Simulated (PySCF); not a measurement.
**`C=C(F)[Se][C@H]1C[C@H]1C`, C₆H₉FSe**

Cartesian coordinates in Å; atom numbers follow the order of the lines, from 1:
```xyz
17

C     2.800   -1.690    0.373
C     1.929   -0.701    0.476
F     1.290   -0.448    1.629
Se    1.459    0.523   -0.913
C    -0.083    1.323   -0.042
C    -1.239    1.772   -0.886
C    -1.399    0.606    0.038
C    -1.576   -0.780   -0.523
H     3.297   -1.877   -0.561
H     3.030   -2.323    1.211
H     0.218    1.950    0.790
H    -1.710    2.714   -0.650
H    -1.198    1.556   -1.945
H    -1.957    0.776    0.953
H    -2.625   -0.962   -0.752
H    -0.998   -0.898   -1.438
H    -1.247   -1.528    0.197
```

Computed with TDDFT BHandHLYP/def2-SVPD circular dichroism and optical rotation, one conformer, gas phase in PySCF 2.14.0. Geometry: GFN2-xTB.

The molecule is flexible and this is one conformer; a measurement averages over conformers. The calculation is non-relativistic, which matters for the atoms heavier than Zn. States above about 7.2 eV (minus the energy of the highest occupied orbital) lie near or above the ionisation threshold and depend on the basis.

Task: Draw the ECD and absorption spectra from the lowest 16 states, each a Gaussian of half-width 0.35 eV at 1/e height.

Result: 
| E (eV) | λ (nm) | Δε (L mol⁻¹ cm⁻¹) | ε (L mol⁻¹ cm⁻¹) |
| --- | --- | --- | --- |
| 4.23 | 293 | -0.40 | 25.7 |
| 4.38 | 283 | -1.15 | 72.7 |
| 4.53 | 274 | -2.25 | 143 |
| 4.68 | 265 | -3.05 | 194 |
| 4.83 | 257 | -2.87 | 183 |
| 4.98 | 249 | -1.87 | 128 |
| 5.13 | 242 | -0.83 | 129 |
| 5.28 | 235 | -0.13 | 430 |
| 5.43 | 229 | +0.64 | 1600 |
| 5.58 | 222 | +2.42 | 4280 |
| 5.73 | 217 | +5.74 | 8070 |
| 5.88 | 211 | +9.58 | 10600 |
| 6.03 | 206 | +11.87 | 9890 |
| 6.18 | 201 | +11.74 | 6580 |
| 6.33 | 196 | +9.50 | 3410 |
| 6.48 | 191 | +5.47 | 1920 |
| 6.63 | 187 | +0.51 | 1900 |
| 6.78 | 183 | -4.16 | 2640 |
| 6.93 | 179 | -8.58 | 3710 |
| 7.08 | 175 | -14.38 | 5160 |
| 7.23 | 172 | -23.57 | 7400 |
| 7.38 | 168 | -35.86 | 10000 |
| 7.53 | 165 | -44.56 | 11500 |
| 7.68 | 162 | -40.41 | 11200 |
| 7.83 | 158 | -24.00 | 10900 |
| 7.98 | 155 | -7.09 | 12200 |

Δε uses R in velocity form, ε uses f in length form. Only the states computed contribute, so the short-wavelength end is incomplete.

The sign of the CD band at 155 nm isn't settled: the length form gives the opposite one.
